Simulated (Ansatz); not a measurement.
All numbers were calculated with Ansatz.

`C[Si](C)(O)O` at its PBE0-D4/def2-TZVP geometry, where that method's forces vanish. The species carries charge 0 and has multiplicity 1.

```
atom    x (Å)    y (Å)    z (Å)
  C1   0.0607   0.1854   1.5921
 Si2   0.2069   0.2316  -0.2673
  C3  -1.0328  -0.8791  -1.0827
  O4   1.7557  -0.1624  -0.6946
  O5  -0.0804   1.7355  -0.8668
  H6   0.7777   0.8620   2.0655
  H7  -0.9410   0.4913   1.9048
  H8   0.2357  -0.8203   1.9857
  H9  -0.8878  -0.8776  -2.1654
 H10  -2.0525  -0.5439  -0.8770
 H11  -0.9363  -1.9082  -0.7274
 H12   2.2634  -0.6872  -0.0762
 H13   0.6306   2.3730  -0.7906
```

Problem. For each bond, give half the difference of the two atoms' forces along it (eV/Å; positive pushes the atoms apart) under PBE-D4, r2SCAN-D4, B3LYP-D4, ωB97M-V in def2-TZVPP. (Estimate.)

Solution. The calculation gave: 
```tsv
bond	length (Å)	PBE-D4	r2SCAN-D4	B3LYP-D4	ωB97M-V
C1–Si2	1.866	-0.13	-0.04	0.04	-0.02
C1–H6	1.094	0.11	0.00	-0.04	-0.04
C1–H7	1.093	0.10	-0.01	-0.05	-0.04
C1–H8	1.094	0.10	-0.01	-0.04	-0.04
Si2–C3	1.854	-0.08	-0.02	0.02	-0.04
Si2–O4	1.654	0.26	0.04	0.10	0.10
Si2–O5	1.644	0.29	0.05	0.09	0.10
C3–H9	1.092	0.10	0.00	-0.05	-0.04
C3–H10	1.093	0.10	-0.01	-0.04	-0.04
C3–H11	1.093	0.11	0.00	-0.04	-0.04
O4–H12	0.957	0.33	0.02	-0.02	-0.06
O5–H13	0.958	0.34	0.02	-0.02	-0.06
```

B3LYP here is the variant with VWN-RPA as its local correlation; programs differ in this.
